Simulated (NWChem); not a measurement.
System: SiH4Se; SMILES [SiH3][SeH]

Parts of the log:

```
             Northwest Computational Chemistry Package (NWChem) 7.3.0
             --------------------------------------------------------

                             Geometry "geometry" -> ""
                             -------------------------

 Output coordinates in angstroms (scale by  1.889725989 to convert to a.u.)

  No.       Tag          Charge          X              Y              Z
 ---- ---------------- ---------- -------------- -------------- --------------
    1 Si                  14.0000     0.00017800     1.46811600     0.00133600
    2 Se                  34.0000     0.06178800    -0.81670600     0.00456100
    3 H                    1.0000    -0.69970000     2.00436100     1.20625400
    4 H                    1.0000     1.43121500     1.88625900     0.01952200
    5 H                    1.0000    -0.66777800     2.00306300    -1.22216800
    6 H                    1.0000    -1.40498000    -0.94172200    -0.00723700

 Effective nuclear repulsion energy (a.u.)     158.4069256076

                              NWChem Property Module
                              ----------------------

                                 NWChem DFT Module
                                 -----------------

 Summary of "ao basis" -> "ao basis" (spherical)
 ------------------------------------------------------------------------------
       Tag                 Description            Shells   Functions and Types
 ---------------- ------------------------------  ------  ---------------------
 Si                        def2-svpd                10       24   5s3p2d
 Se                        def2-svpd                15       41   6s5p4d
 H                         def2-svpd                 4        8   2s2p

            General Information
            -------------------
          SCF calculation type: DFT
          Wavefunction type:  closed shell.
          No. of atoms     :     6
          No. of electrons :    52
           Alpha electrons :    26
            Beta electrons :    26
          Charge           :     0
          Spin multiplicity:     1
          Use of symmetry is: off; symmetry adaption is: off
          Maximum number of iterations: 150
          AO basis - number of functions:    97
                     number of shells:    41
          Convergence on energy requested:  1.00D-06
          Convergence on density requested:  1.00D-05
          Convergence on gradient requested:  5.00D-04

              XC Information
              --------------
                     Hartree-Fock (Exact) Exchange  1.000
                   CAM-Becke88 Exchange Functional  1.000
                      VWN V Correlation Functional  0.190 local
              Lee-Yang-Parr Correlation Functional  0.810

           Range-Separation Parameters
           ---------------------------
           Alpha           :  0.19
           Beta            :  0.46
           Gamma           :  0.33
           Short-Range HF  :     F

             Grid Information
             ----------------
          Grid used for XC integration:  medium
          Radial quadrature: Mura-Knowles
          Angular quadrature: Lebedev.
          Tag              B.-S. Rad. Rad. Pts. Rad. Cut. Ang. Pts.
          ---              ---------- --------- --------- ---------
          Si                  1.10       88          12.0       590
          Se                  1.15      112          11.0       590
          H                   0.35       45          12.0       434
          Grid pruning is: on
          Number of quadrature shells:   380
          Spatial weights used:  Erf1

      Superposition of Atomic Density Guess
      -------------------------------------

 Sum of atomic energies:       -2690.24984992

      Non-variational initial energy
      ------------------------------

 Total energy =   -2690.764284
 1-e energy   =   -4060.951226
 2-e energy   =    1211.780017
 HOMO         =      -0.290415
 LUMO         =       0.032986

   convergence    iter        energy       DeltaE   RMS-Dens  Diis-err
 ---------------- ----- ----------------- --------- --------- ---------
 d= 0,ls=0.0,diis     1  -2693.1732011152 -2.85D+03  6.56D-03  2.75D-01
 d= 0,ls=0.0,diis     2  -2693.1970521169 -2.39D-02  3.04D-03  7.41D-02
 d= 0,ls=0.0,diis     3  -2693.2036681602 -6.62D-03  7.94D-04  6.47D-03
 d= 0,ls=0.0,diis     4  -2693.2042260926 -5.58D-04  1.66D-04  1.97D-04
 d= 0,ls=0.0,diis     5  -2693.2042470758 -2.10D-05  5.31D-05  8.94D-06
  Resetting Diis
 d= 0,ls=0.0,diis     6  -2693.2042490070 -1.93D-06  1.41D-05  5.02D-07
 d= 0,ls=0.0,diis     7  -2693.2042491535 -1.46D-07  3.49D-06  2.66D-08

         Total DFT energy =    -2693.204249153491
      One electron energy =    -4062.230935466655
           Coulomb energy =     1320.265590385189
    Exchange-Corr. energy =     -109.645829679669
 Nuclear repulsion energy =      158.406925607644

 Numeric. integr. density =       52.000020457837

                       DFT Final Molecular Orbital Analysis
                       ------------------------------------

[...]

 DFT Linear Response polarizability / au
 Frequency  =       0.0000000 / au
              X              Y              Z
 -----------------------------------------------
 X      52.5647582      0.6009041      0.0003256
 Y       0.6009135     70.7210385     -0.0212845
 Z       0.0003256     -0.0212846     52.3631484
 -----------------------------------------------
 Eigenvalues =      52.5448981     70.7409290     52.3631180
 Isotropic   =      58.5496484
 Anisotropic =      18.2875986
 -----------------------------------------------

 Magnetic Dipole Response Matrix (nonzero elements):

 Exiting AOResponse driver routine
```

Level: CAM-B3LYP/def2-SVPD. Structure relaxed at the PBE0/def2-SVP level.

### Question
Which NWChem input produces such a log?

### Answer
This is not unique; one that fits is the input that was run:
```
start job
memory heap 200 mb stack 900 mb global 1100 mb
geometry units angstroms noautosym nocenter noautoz
  Si     0.000178     1.468116     0.001336
  Se     0.061788    -0.816706     0.004561
  H     -0.699700     2.004361     1.206254
  H      1.431215     1.886259     0.019522
  H     -0.667778     2.003063    -1.222168
  H     -1.404980    -0.941722    -0.007237
end
basis spherical
  * library def2-svpd
end
dft
  xc xcamb88 1.00 lyp 0.81 vwn_5 0.19 hfexch 1.00
  cam 0.33 cam_alpha 0.19 cam_beta 0.46
  iterations 150
end
property
  response 1 0.0
end
task dft property
```
